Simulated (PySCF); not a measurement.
**Correlation energy of Zn(2+) (zinc, charge +2)**

[Ar] 3d10, closed-shell 1S. Calculation: PySCF 2.14, in def2-SVP; no relativity, point nucleus. Frozen: [Ar]; 10 electrons correlated.

Total MP2 correlation energy: -245.73 mhartree.

Same-spin part -94.29 and opposite-spin part -151.44 mhartree; SCS-MP2 scales them by 1/3 and 6/5 to -213.16 mhartree.

```json
{"level": "CCSD", "correlation energy (mhartree)": "-227.24"}
{"level": "(T)", "correlation energy (mhartree)": "-5.33"}
{"level": "CCSD(T)", "correlation energy (mhartree)": "-232.57"}
```

Diagnostics: T1 = 0.0063, D1 = 0.0089, largest double amplitude 0.028.

Task: Is a single reference adequate?

Result: Yes: T1 lies below 0.03 and no double amplitude reaches 0.07.
